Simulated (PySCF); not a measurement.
## Correlation energy of Cu+ (copper, charge +1)

[Ar] 3d9 4s1, high-spin 3D determinant (an excited configuration). Calculation: PySCF 2.14, in x2c-QZVPPall (11s7p6d4f2g, 108 functions); scalar relativity by spin-free X2C-1e. Frozen: [Ar]; 10 electrons correlated.

MP2 pair energies summed by pair of shells (mhartree):

```json
{"pair": "3d-3d", "energy": "-366.17", "share (%)": "92.6"}
{"pair": "3d-4s", "energy": "-29.05", "share (%)": "7.4"}
```

Total MP2 correlation energy: -395.22 mhartree.

Same-spin part -146.47 and opposite-spin part -248.75 mhartree; SCS-MP2 scales them by 1/3 and 6/5 to -347.32 mhartree.
